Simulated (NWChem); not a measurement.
The numbers come from NWChem runs, not from measurements. System: C2H5BClN, charge 0, spin multiplicity 1, at a geometry optimised with B3LYP/def2-SVP. The structure started from a generated list of species. Level: RHF/def2-TZVP.

Output (cleaned and shortened):

```
             Northwest Computational Chemistry Package (NWChem) 7.3.0
             --------------------------------------------------------

                                NWChem Input Module
                                -------------------

 Scaling coordinates for geometry "geometry" by  1.889725989
 (inverse scale =  0.529177249)

                             Geometry "geometry" -> ""
                             -------------------------

 Output coordinates in angstroms (scale by  1.889725989 to convert to a.u.)

  No.       Tag          Charge          X              Y              Z
 ---- ---------------- ---------- -------------- -------------- --------------
    1 B                    5.0000     0.95248400    -1.00715900    -0.14168000
    2 H                    1.0000     1.43387300    -1.46064800     0.87882700
    3 H                    1.0000     1.74783300    -0.88609700    -1.05366400
    4 Cl                  17.0000    -0.61677100    -1.87638100    -0.65506500
    5 C                    6.0000    -0.22929400     2.87650600     0.80785900
    6 C                    6.0000     0.20065500     1.52603900     0.48814500
    7 N                    7.0000     0.53456600     0.45646200     0.22487500
    8 H                    1.0000    -1.32751500     2.93435900     0.75797700
    9 H                    1.0000     0.20061300     3.58934800     0.08781500
   10 H                    1.0000     0.09775600     3.14680500     1.82339800

 Effective nuclear repulsion energy (a.u.)     178.0751863757

            Nuclear Dipole moment (a.u.)
            ----------------------------
        X                 Y               Z
 ---------------- ---------------- ----------------
     0.0000018897    -0.0000018897    -0.0000056692


 Summary of "ao basis" -> "" (spherical)
 ------------------------------------------------------------------------------
       Tag                 Description            Shells   Functions and Types
 ---------------- ------------------------------  ------  ---------------------
 *                         def2-tzvp                  on all atoms

 Summary of "ao basis" -> "ao basis" (spherical)
 ------------------------------------------------------------------------------
       Tag                 Description            Shells   Functions and Types
 ---------------- ------------------------------  ------  ---------------------
 B                         def2-tzvp                11       31   5s3p2d1f
[...]
 Vector   23  Occ=2.000000D+00  E=-3.702091D-01
              MO Center=  7.5D-02, -1.5D+00, -4.4D-01, r^2= 2.8D+00
   Bfn.  Coefficient  Atom+Function         Bfn.  Coefficient  Atom+Function
  ----- ------------  ---------------      ----- ------------  ---------------
    60      0.417364   4 Cl pz               63      0.314708   4 Cl pz
    57      0.198985   4 Cl pz                8     -0.153757   1 B  pz
    51     -0.154493   4 Cl pz               34     -0.150028   2 H  s
    40      0.150041   3 H  s

 Vector   24  Occ=0.000000D+00  E= 8.659158D-02
              MO Center= -1.2D-01,  2.8D+00,  8.1D-01, r^2= 6.7D+00
   Bfn.  Coefficient  Atom+Function         Bfn.  Coefficient  Atom+Function
  ----- ------------  ---------------      ----- ------------  ---------------
    85      6.934387   5 C  s               116     -3.727845   6 C  s
   182     -1.867485   9 H  s               188     -1.852807  10 H  s
   176     -1.771782   8 H  s               147      1.096303   7 N  s
   124     -1.029700   6 C  py              115     -0.992222   6 C  s
   155      0.851635   7 N  py                5     -0.823297   1 B  s

 Vector   25  Occ=0.000000D+00  E= 1.091705D-01
              MO Center=  3.1D-02,  1.5D+00,  4.9D-01, r^2= 4.5D+00
   Bfn.  Coefficient  Atom+Function         Bfn.  Coefficient  Atom+Function
  ----- ------------  ---------------      ----- ------------  ---------------
   176      1.206660   8 H  s               188     -0.658244  10 H  s
    92      0.581152   5 C  px              123      0.511943   6 C  px
   182     -0.453414   9 H  s               154     -0.357873   7 N  px
   155     -0.323610   7 N  py              116      0.286533   6 C  s
   120      0.265541   6 C  px              117      0.240110   6 C  px

 Vector   26  Occ=0.000000D+00  E= 1.144742D-01
              MO Center=  2.6D-01,  1.8D+00,  5.4D-01, r^2= 4.2D+00
   Bfn.  Coefficient  Atom+Function         Bfn.  Coefficient  Atom+Function
  ----- ------------  ---------------      ----- ------------  ---------------
   182      1.134861   9 H  s               188     -1.085204  10 H  s
    94      0.661529   5 C  pz              125      0.484643   6 C  pz
   156     -0.482442   7 N  pz              122      0.254972   6 C  pz
   119      0.232171   6 C  pz              150     -0.233196   7 N  pz
   153     -0.211587   7 N  pz               93     -0.196386   5 C  py

 center of mass
 --------------
 x =  -0.03757954 y =  -0.21439296 z =  -0.06902947

 moments of inertia (a.u.)
 ------------------
        1179.236960717930         -79.713422379872         -42.177994274756
         -79.713422379872         241.723967581815        -322.951268047596
         -42.177994274756        -322.951268047596        1189.972035991427

  Mulliken analysis of the total density
  --------------------------------------

    Atom       Charge   Shell Charges
 -----------   ------   -------------------------------------------------------
    1 B    5     4.95   0.91  1.07  0.45  0.43  0.01  0.92  0.88  0.09  0.06  0.11  0.02
    2 H    1     1.05   0.26  0.53  0.25  0.01
    3 H    1     1.05   0.26  0.53  0.25  0.01
    4 Cl  17    17.35   2.01  0.45  1.52  1.07  0.86  4.19  1.69  1.08  2.85  1.60  0.01  0.03  0.00
    5 C    6     6.23   0.85  1.12  0.47  0.63  0.14  1.27  1.35  0.33  0.02  0.04  0.00
    6 C    6     5.92   0.86  1.12  0.52  0.68  0.05  1.20  1.18  0.15  0.03  0.11  0.02
    7 N    7     7.00   0.82  1.16  0.56  0.78  0.12  1.45  1.57  0.48  0.01  0.04  0.00
    8 H    1     0.81   0.26  0.47  0.07  0.02
    9 H    1     0.82   0.26  0.47  0.07  0.02
   10 H    1     0.82   0.26  0.47  0.07  0.02

       Multipole analysis of the density wrt the origin
       ------------------------------------------------

     L   x y z        total         open         nuclear
     -   - - -        -----         ----         -------
     0   0 0 0     -0.000000      0.000000     46.000000

     1   1 0 0     -0.204607      0.000000      0.000002
     1   0 1 0      3.582288      0.000000     -0.000002
     1   0 0 1      1.023812      0.000000     -0.000006

     2   2 0 0    -30.079267      0.000000     73.147551
     2   1 1 0     -1.048235      0.000000     28.406408
     2   1 0 1     -0.496025      0.000000     18.282301
     2   0 2 0    -21.584988      0.000000    586.788218
     2   0 1 1      1.993336      0.000000    173.793907
     2   0 0 2    -28.433023      0.000000     67.437107

 Task  times  cpu:      117.4s     wall:      117.4s

 Total times  cpu:      117.4s     wall:      117.4s
```

Problem. Write an NWChem input that would produce this output.

Solution. Several could match; the one computed here: 
```
start mol
memory heap 200 mb stack 800 mb global 1000 mb
geometry units angstroms nocenter noautoz noautosym
  B      0.952484    -1.007159    -0.141680
  H      1.433873    -1.460648     0.878827
  H      1.747833    -0.886097    -1.053664
  Cl    -0.616771    -1.876381    -0.655065
  C     -0.229294     2.876506     0.807859
  C      0.200655     1.526039     0.488145
  N      0.534566     0.456462     0.224875
  H     -1.327515     2.934359     0.757977
  H      0.200613     3.589348     0.087815
  H      0.097756     3.146805     1.823398
end
basis spherical
  * library def2-tzvp
end
scf
  rhf
  nopen 0
  maxiter 100
  thresh 1e-7
  semidirect memsize 60000000 filesize 0
end
task scf energy
```
